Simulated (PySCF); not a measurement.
Vibration and rotation of SrIn

LDA constants of SrIn, ²Π (doublet), unpaired electrons π ↑ (Sr def2-SVPD with ECP28, In def2-SVPD with ECP28; scalar-relativistic core potentials (PySCF 2.14); masses 87.9056 and 114.9039 u):

| Item | Value |
| --- | --- |
| ωe | 105.7 cm⁻¹ |
| ωexe | 0.337 cm⁻¹ |
| Be | 0.030407 cm⁻¹ |
| αe | 0.000124 cm⁻¹ |
| D (centrifugal) | 1.01e-08 cm⁻¹ |
| De to Sr + In | 0.89 eV |

Task: Give the vibrational terms G(v) and spacings up to v = 6.

Result: G(v) = ωe(v+½) − ωexe(v+½)².

| v | G(v) (cm⁻¹) | G(v) − G(v−1) | Bv (cm⁻¹) |
| --- | --- | --- | --- |
| 0 | 52.8 |  | 0.03035 |
| 1 | 157.8 | 105.0 | 0.03022 |
| 2 | 262.1 | 104.4 | 0.03010 |
| 3 | 365.8 | 103.7 | 0.02997 |
| 4 | 468.8 | 103.0 | 0.02985 |
| 5 | 571.2 | 102.3 | 0.02973 |
| 6 | 672.8 | 101.7 | 0.02960 |

Task: How well does the Morse estimate ωe²/(4ωexe) reproduce De, and what is D0?

Result: It gives 1.03 eV, 115 % of the computed De. D0 = De − G(0) = 0.89 − 0.01 = 0.88 eV.

These are scalar-relativistic numbers at best; spin–orbit coupling would shift them, the dissociation energy most. The state is the lowest determinant that a PBE0 search found; another state may lie lower at other levels.
